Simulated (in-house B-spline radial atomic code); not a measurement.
Removing one electron from I49+

Closed shell [He] 2s2. Computed with an all-electron radial atomic-structure program (B-spline basis): Koopmans values of Dirac-Hartree-Fock plus a diagonal self-energy, in second order or with its direct term screened (direct RPA, with the hole-particle interaction, or full time-dependent Hartree-Fock), linearised in energy; no-pair Dirac-Coulomb Hamiltonian, finite nucleus. Shifts add to the Koopmans value (the ΔSCF shift is orbital relaxation alone); the final value takes TDHF screening with Breit and QED.

Command:
```bash
python run_mb.py task.json out
```
Settings (nuclear radius in fm, box in bohr, cutoff in hartree):
```
basis_form          2
Z                   53
core_configuration  [He] 2s2
rms_radius          4.75
mass_number         127
speed_of_light      137.036
box_radius          2.569
lmax                7
intervals           57
virtual_cutoff      11236.0
```

Time taken, with all properties: 1.3 s on 1 thread of Arm Neoverse N1, on a shared host.

Energies in eV:

```json
{"subshell": "2s1/2", "Koopmans": "9208.70", "ΔSCF shift": "-0.317", "second order": "?", "direct RPA": "?", "hole-particle": "?", "TDHF": "?", "Breit + QED": "?", "final": "?"}
```

Problem. What does the self-energy do to 2s1/2?

Solution. It shifts the removal energy by 5.889 eV in second order, 3.759 with direct RPA, 4.953 with the hole-particle term and 5.786 with TDHF screening (quasi-particle weight 0.992); Breit and QED add -12.021 eV. The final value is 9202.47 eV, against 9196 ± 4 eV (NIST, tabulated theory).
